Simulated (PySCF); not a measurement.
Isomers of C7H11BO2. Method used: PySCF, PBE0-D3(BJ)/def2-SVP geometry optimisation, gas phase. Energies are electronic, without zero-point or thermal terms, for one conformer each. No frequencies were run at this level. Point groups hold within 0.08 Å.

Task: Order them by energy at this level, lowest first, and give relative energies in kcal/mol.
A. `[CH:1]#[C:2][B:3]1[O:4][CH2:5][C@H:6]([CH2:7][CH2:8][CH3:9])[O:10]1` with C5–C6–C7–C8 -178°, C6–C7–C8–C9 178°
B. `[CH3:1][C@H:2]1[CH:3]=[CH:4][CH2:5][C:6]([B:7]([OH:8])[OH:9])=[CH:10]1` with C6–B7–O8–H 180°, C6–B7–O9–H 0°
C. `[CH2:1]=[C:2]([CH3:3])/[CH:4]=[CH:5]/[C@@H:6]1[CH2:7][O:8][BH:9][O:10]1` with C1–C2–C4–C5 -179°, C4–C5–C6–C7 -116°

Result: B (0.0), C (32.2), A (38.7).

As drawn, the lowest has an O–H bond and a C=C bond outside aromatic rings, which the highest lacks; the highest has a C≡C bond, which the lowest lacks.

```
                 SMILES      E (Eh)  E rel (kcal/mol)  dipole (D)  point group       A, B, C (MHz)
 C[C@H]1C=CCC(B(O)O)=C1  -447.93030               0.0        1.10           C1  2321, 876.0, 664.8
C=C(C)/C=C/[C@@H]1COBO1  -447.87898              32.2        2.51           C1  3866, 549.5, 542.4
    C#CB1OC[C@H](CCC)O1  -447.86855              38.7        1.91           C1  2453, 688.2, 571.2
```

Task: How do the relative energies change in single points at B3LYP/pcSseg-1 (no added dispersion term) on the same geometries?

Result: 
```json
{"SMILES": "C[C@H]1C=CCC(B(O)O)=C1", "PBE0-D3(BJ)/def2-SVP (kcal/mol)": "0.0", "B3LYP/pcSseg-1 (kcal/mol)": "0.0", "shift": "0.0"}
{"SMILES": "C=C(C)/C=C/[C@@H]1COBO1", "PBE0-D3(BJ)/def2-SVP (kcal/mol)": "32.2", "B3LYP/pcSseg-1 (kcal/mol)": "26.9", "shift": "-5.3"}
{"SMILES": "C#CB1OC[C@H](CCC)O1", "PBE0-D3(BJ)/def2-SVP (kcal/mol)": "38.7", "B3LYP/pcSseg-1 (kcal/mol)": "31.7", "shift": "-7.0"}
```

Each column counts from its own lowest isomer. The order is unchanged; the largest shift is 7.0 kcal/mol.
